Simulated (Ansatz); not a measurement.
Steps of a relaxation of BCl2GeH5Si, SMILES `[SiH3][GeH]([Cl])[BH]Cl` with RKS PBE0-D4/def2-TZVP.

```sh
$ ansatz run in.yaml --threads 2 --pin off --events-out ev --progress --plain --max-ram 31744MiB --backend cuda --devices 0, --max-vram 18GiB
```

```yaml
crystal:
  periodic: [false, false, false]
  atoms:
    - {symbol: Si, position_ang: [-1.587091, 0.772361, -0.191207]}
    - {symbol: Ge, position_ang: [0.587974, -0.144807, -0.645819]}
    - {symbol: Cl, position_ang: [0.164025, -2.040490, -1.685048]}
    - {symbol: B, position_ang: [1.671836, -0.515488, 1.073700]}
    - {symbol: Cl, position_ang: [1.888429, -2.139900, 1.660569]}
    - {symbol: H, position_ang: [-2.333863, 0.947105, -1.482937]}
    - {symbol: H, position_ang: [-2.329221, -0.184567, 0.699079]}
    - {symbol: H, position_ang: [-1.461061, 2.101439, 0.505093]}
    - {symbol: H, position_ang: [1.354190, 0.753707, -1.661605]}
    - {symbol: H, position_ang: [2.127782, 0.399441, 1.731274]}
basis:
  gaussian: {orbitals: def2-TZVP}
hamiltonian: {xc: pbe0, dispersion: d4}
relax: {f_tol: 0.005, max_steps: 150}
```

Positions (Å) and forces (eV/Å) along the path, 12 of 12 steps:

```xyz
10
step=1 energy=-90182.5075 eV
Si   -1.587    0.772   -0.191   -0.192    0.042    0.047
Ge    0.588   -0.145   -0.646   -0.110   -0.124   -0.256
Cl    0.164   -2.040   -1.685    0.119    0.385    0.201
B     1.672   -0.515    1.074    0.177    0.018    0.269
Cl    1.888   -2.140    1.661   -0.035    0.384   -0.114
H    -2.334    0.947   -1.483    0.171   -0.034    0.268
H    -2.329   -0.185    0.699    0.160    0.206   -0.186
H    -1.461    2.101    0.505   -0.007   -0.282   -0.153
H     1.354    0.754   -1.662   -0.110   -0.195    0.175
H     2.128    0.399    1.731   -0.173   -0.400   -0.252
10
step=2 energy=-90182.5345 eV
Si   -1.591    0.767   -0.189   -0.056    0.060    0.011
Ge    0.573   -0.134   -0.640    0.010   -0.100   -0.070
Cl    0.176   -2.009   -1.673    0.013    0.026    0.022
B     1.668   -0.513    1.064    0.034   -0.044    0.162
Cl    1.885   -2.127    1.657   -0.014    0.183   -0.079
H    -2.322    0.943   -1.473    0.035   -0.009    0.069
H    -2.328   -0.178    0.695    0.045    0.049   -0.048
H    -1.453    2.084    0.498   -0.017   -0.066   -0.034
H     1.354    0.730   -1.651   -0.024    0.014    0.041
H     2.122    0.386    1.716   -0.025   -0.113   -0.074
10
step=3 energy=-90182.5325 eV rejected
Si   -1.592    0.780   -0.196   -0.005   -0.026   -0.021
Ge    0.560   -0.150   -0.632   -0.076    0.017    0.057
Cl    0.175   -2.024   -1.660    0.005   -0.006   -0.002
B     1.642   -0.513    1.084    0.227   -0.147   -0.093
Cl    1.945   -2.129    1.624   -0.074    0.099   -0.001
H    -2.319    0.953   -1.477   -0.022    0.005   -0.021
H    -2.325   -0.163    0.682   -0.042   -0.008    0.025
H    -1.459    2.093    0.485    0.017    0.021    0.015
H     1.340    0.727   -1.627    0.045    0.010   -0.011
H     2.116    0.377    1.720   -0.075    0.035    0.052
10
step=4 energy=-90182.5371 eV
Si   -1.591    0.767   -0.189   -0.026   -0.010    0.001
Ge    0.571   -0.144   -0.640   -0.004    0.005    0.007
Cl    0.203   -2.017   -1.678   -0.006   -0.006   -0.007
B     1.664   -0.513    1.066   -0.011    0.013   -0.029
Cl    1.855   -2.120    1.664    0.015    0.000    0.017
H    -2.326    0.943   -1.466    0.004    0.000    0.003
H    -2.327   -0.174    0.694    0.005    0.011   -0.005
H    -1.451    2.080    0.494    0.007   -0.003    0.000
H     1.339    0.746   -1.636    0.010    0.004   -0.005
H     2.146    0.381    1.693    0.004   -0.015    0.017
10
step=5 energy=-90182.5375 eV
Si   -1.592    0.768   -0.190    0.000   -0.002   -0.004
Ge    0.568   -0.145   -0.640   -0.004   -0.001   -0.005
Cl    0.200   -2.017   -1.681   -0.002    0.000   -0.001
B     1.661   -0.516    1.067    0.005    0.004    0.001
Cl    1.880   -2.124    1.654    0.004    0.000    0.003
H    -2.331    0.938   -1.466    0.001   -0.001   -0.001
H    -2.327   -0.163    0.703   -0.003    0.001    0.001
H    -1.444    2.086    0.483    0.000    0.003    0.003
H     1.342    0.744   -1.633    0.000    0.000    0.003
H     2.126    0.378    1.707   -0.003   -0.004    0.000
10
step=6 energy=-90182.5375 eV
Si   -1.593    0.769   -0.190    0.003    0.005   -0.006
Ge    0.567   -0.147   -0.639   -0.006   -0.006    0.002
Cl    0.198   -2.018   -1.682    0.001    0.003    0.001
B     1.659   -0.517    1.068    0.015   -0.004    0.007
Cl    1.897   -2.126    1.647   -0.002    0.004   -0.004
H    -2.331    0.934   -1.467   -0.002    0.001   -0.002
H    -2.331   -0.156    0.707    0.000   -0.004    0.001
H    -1.442    2.089    0.477    0.000    0.002    0.001
H     1.343    0.743   -1.630   -0.004   -0.001    0.004
H     2.116    0.377    1.714   -0.007    0.000   -0.004
10
step=7 energy=-90182.5375 eV
Si   -1.593    0.770   -0.191    0.007    0.003    0.000
Ge    0.566   -0.148   -0.639   -0.005   -0.004    0.002
Cl    0.197   -2.018   -1.683    0.001    0.002    0.001
B     1.659   -0.519    1.068    0.009   -0.010    0.013
Cl    1.906   -2.127    1.643   -0.003    0.009   -0.009
H    -2.332    0.934   -1.468   -0.001    0.000   -0.003
H    -2.329   -0.153    0.708   -0.004   -0.003    0.002
H    -1.441    2.092    0.474   -0.001    0.001    0.000
H     1.343    0.742   -1.629    0.000   -0.001    0.001
H     2.108    0.376    1.718   -0.003    0.003   -0.006
10
step=8 energy=-90182.5376 eV
Si   -1.594    0.771   -0.192    0.005    0.002   -0.001
Ge    0.565   -0.149   -0.638   -0.005   -0.002    0.005
Cl    0.196   -2.019   -1.682    0.001    0.000    0.000
B     1.659   -0.519    1.069    0.007   -0.011    0.005
Cl    1.912   -2.128    1.641   -0.003    0.009   -0.006
H    -2.331    0.934   -1.469   -0.001    0.001   -0.002
H    -2.331   -0.151    0.708   -0.003   -0.001    0.001
H    -1.440    2.093    0.473   -0.001    0.000    0.000
H     1.342    0.741   -1.627    0.001    0.001   -0.001
H     2.105    0.377    1.720   -0.002    0.003   -0.002
10
step=9 energy=-90182.5376 eV
Si   -1.594    0.772   -0.192   -0.003    0.001    0.000
Ge    0.564   -0.151   -0.636    0.001    0.000    0.008
Cl    0.196   -2.020   -1.680   -0.001   -0.004   -0.002
B     1.661   -0.520    1.069   -0.012   -0.007   -0.001
Cl    1.921   -2.129    1.636    0.003    0.003   -0.001
H    -2.329    0.936   -1.470    0.000    0.001   -0.001
H    -2.338   -0.148    0.707    0.003   -0.001   -0.001
H    -1.440    2.094    0.472    0.001   -0.001    0.000
H     1.341    0.739   -1.625    0.001    0.004   -0.004
H     2.101    0.377    1.722    0.007    0.003    0.003
10
step=10 energy=-90182.5376 eV
Si   -1.595    0.773   -0.193   -0.003   -0.003    0.003
Ge    0.563   -0.152   -0.633   -0.005    0.005    0.004
Cl    0.195   -2.021   -1.678   -0.001   -0.004   -0.001
B     1.661   -0.520    1.071    0.002   -0.004   -0.012
Cl    1.927   -2.130    1.633    0.000    0.001    0.004
H    -2.329    0.938   -1.472    0.002    0.000   -0.001
H    -2.339   -0.148    0.704    0.001    0.001   -0.002
H    -1.441    2.094    0.472    0.001    0.000    0.000
H     1.339    0.738   -1.623    0.004    0.002   -0.003
H     2.103    0.377    1.722    0.001    0.002    0.007
10
step=11 energy=-90182.5376 eV
Si   -1.596    0.773   -0.193    0.000    0.001   -0.001
Ge    0.562   -0.151   -0.634    0.017    0.006   -0.008
Cl    0.193   -2.023   -1.675   -0.001    0.000    0.000
B     1.661   -0.519    1.070   -0.004    0.000   -0.005
Cl    1.928   -2.128    1.634    0.001   -0.001    0.001
H    -2.328    0.942   -1.473   -0.001    0.001    0.000
H    -2.340   -0.150    0.701   -0.002   -0.001    0.001
H    -1.441    2.092    0.477   -0.001    0.000    0.000
H     1.341    0.736   -1.626   -0.010   -0.008    0.011
H     2.102    0.378    1.722    0.002    0.002    0.002
10
step=12 energy=-90182.5376 eV
Si   -1.596    0.772   -0.193    0.001    0.001    0.002
Ge    0.562   -0.152   -0.634   -0.002    0.000    0.000
Cl    0.192   -2.023   -1.675    0.001    0.000    0.000
B     1.662   -0.519    1.070    0.000   -0.001    0.000
Cl    1.927   -2.128    1.635    0.000    0.000    0.000
H    -2.327    0.943   -1.473    0.001    0.000   -0.001
H    -2.341   -0.151    0.699    0.000    0.000    0.000
H    -1.442    2.091    0.478   -0.001    0.001    0.000
H     1.340    0.736   -1.625    0.000    0.000   -0.001
H     2.105    0.378    1.721    0.000    0.000    0.000
```

Run time 15 s (2 threads of an AMD EPYC 7R13 on a shared host and a share of an NVIDIA H100 80 GB); peak host memory 0.93 GiB.
